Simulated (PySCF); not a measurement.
# 33S chemical shifts

- σ from GIAO-PBE0/pcSseg-1
- coordinates at the GFN2-xTB level
- run in PySCF 2.14
- a single conformation, in vacuum, non-relativistic Hamiltonian, fast rotation and ring inversion assumed for equivalent nuclei

Shieldings were converted by a linear fit to measured shifts: 33S: δ = 158.28 − 0.937σ (rms 33.3 ppm, 20 shifts vs sulfate, solution or neat liquid). A few per cent of atoms miss by over 2 rms, more outside the fitted compound classes.

Q: Give the 33S shifts of `N#Cc1ccsc1`, `N#Cc1ccsc1`, `[SiH3]SCc1cccs1`, `FC(F)(F)P1(=S)CCOCC1`.

A: 
| compound | environment | δ (ppm) |
| --- | --- | --- |
| N#Cc1ccsc1 | aromatic ring sulfur | -87 |
| N#Cc1ccsc1 | aromatic ring sulfur | -87 |
| [SiH3:1][S:2][CH2:3][c:4]1[cH:5][cH:6][cH:7][s:8]1 | S8: aromatic ring sulfur | -89 |
| [SiH3:1][S:2][CH2:3][c:4]1[cH:5][cH:6][cH:7][s:8]1 | S2: sulfur bonded to C, Si | -403 |
| FC(F)(F)P1(=S)CCOCC1 | sulfur bonded to P | -589 |

Q: Match the shifts -51, -306, -574 ppm to `PP1(=S)C=CC=C1`, `CCc1nc(Cl)cs1`, `CSc1cc(C)ccc1F`.

A: -51: CCc1nc(Cl)cs1 (aromatic ring sulfur); -306: CSc1cc(C)ccc1F (sulfide sulfur); -574: PP1(=S)C=CC=C1 (sulfur bonded to P).
